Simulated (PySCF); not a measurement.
Compound: C7H10N2.
Structure used (GFN2-xTB), in Å, numbered top down from 1:
```xyz
19
C7H10N2 angstrom
C      2.5370   -0.2945   -0.0063
C      1.3294    0.5836   -0.3125
C     -0.0093   -0.1049    0.0443
C     -0.0191   -0.4350    1.4581
N     -0.0238   -0.6678    2.5761
C     -0.1303   -1.3420   -0.7062
N     -0.2245   -2.3003   -1.3203
C     -1.2144    0.8105   -0.2774
C     -2.5494    0.1590    0.0635
H      2.5779   -0.5414    1.0531
H      2.4923   -1.2221   -0.5741
H      3.4526    0.2278   -0.2733
H      1.3124    0.8305   -1.3770
H      1.3948    1.5163    0.2533
H     -1.0999    1.7376    0.2897
H     -1.1816    1.0555   -1.3419
H     -3.3652    0.8365   -0.1779
H     -2.6021   -0.0798    1.1241
H     -2.6868   -0.7602   -0.5028
```

Computed at PBE0/pcSseg-1 (PySCF, non-relativistic), with Q(14N) = 0.02044 b: N5, 14N (I = 1): χzz = -4.745 MHz, η = 0.037.

**Question.** Where would the pure quadrupole (NQR) lines of 14N at N5 fall for the rigid, isolated species?

**Answer.** From ν± = (3/4)|χ|(1 ± η/3) and ν0 = |χ|η/2: ν+ 3.603 MHz, ν− 3.515 MHz, ν0 0.088 MHz (nitrile nitrogen).

In a crystal, neighbours and librations shift these lines. GFN2-xTB bond lengths can be off by several hundredths of an ångström, more for odd bonds, and the gradients follow them. With so small a basis the couplings can be 20 % off.

The run behind these numbers computed NMR shieldings as well. The run took 32 s wall on an Arm Neoverse V2 with one thread (shared host).

One conformer stands for the species.
